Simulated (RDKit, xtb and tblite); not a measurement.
Internal rotation in SMILES C=Cc1cccc(O)c1. Scanned: dihedral C1–C2–C3–C4 and dihedral C6–C7–O8–H16; all other coordinates were relaxed at GFN2-xTB. Points at φ and −φ are mirror images. Heavy atoms are numbered in the order of the SMILES C=Cc1cccc(O)c1, hydrogens after them in the order of the atoms that carry them; the mirror image has the same energies with the sign of each dihedral reversed.

- GFN2-xTB (xtb and tblite)
- MMFF94 // GFN2-xTB (RDKit)
- UFF // GFN2-xTB (RDKit)

Energies in kcal/mol at chosen points (x: dihedral C1–C2–C3–C4 (°); y: dihedral C6–C7–O8–H16 (°)), relative to x = -30, y = 0:

| method | (90, -60) | (-120, -30) | (-60, -120) | (150, -90) | (30, 30) | (-60, -120) | (30, 60) |
|---|---|---|---|---|---|---|---|
| GFN2-xTB | 7.0 | 2.9 | 5.9 | 5.6 | 1.3 | 5.9 | 4.0 |
| MMFF94 | 4.3 | 1.6 | 3.6 | 4.5 | 1.0 | 3.6 | 3.2 |
| UFF | 9.8 | 3.7 | 7.4 | 7.1 | 1.3 | 7.4 | 4.8 |
